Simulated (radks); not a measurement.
Results of a calculation; reference values are marked as such.
Question: Successive ionisation energies (eV) of one element, from differences of total energies of ions in their ground configurations, starting at charge 22: 717.68, 753.53, 811.85, 849.23, 941.65, 978.45, 1694.0, 1780.3, 1868.0, 1957.3, 2048.1, 2140.4, 2254.5, 2350.7, 2448.4, 2547.5, 2816.1, 2903.9, 2992.4, 3081.4, 3271.5, 3364.1. Code: a radial shooting solver on a logarithmic mesh with Libxc functionals. Model: Dirac Kohn-Sham, relativistic LDA (MacDonald-Vosko exchange, VWN5 correlation), spin-unpolarised, spherical densities, finite nucleus; open shells fill j = l - 1/2 first; Fermi nuclear charge, rms radius 4.8378 fm. Which element is it?

Answer: Barium (Z = 56). The first species listed is Ba22+ in [Ar] 3d10 4s2 4p4, the last Ba43+ in [Ne] 3s2 3p1.
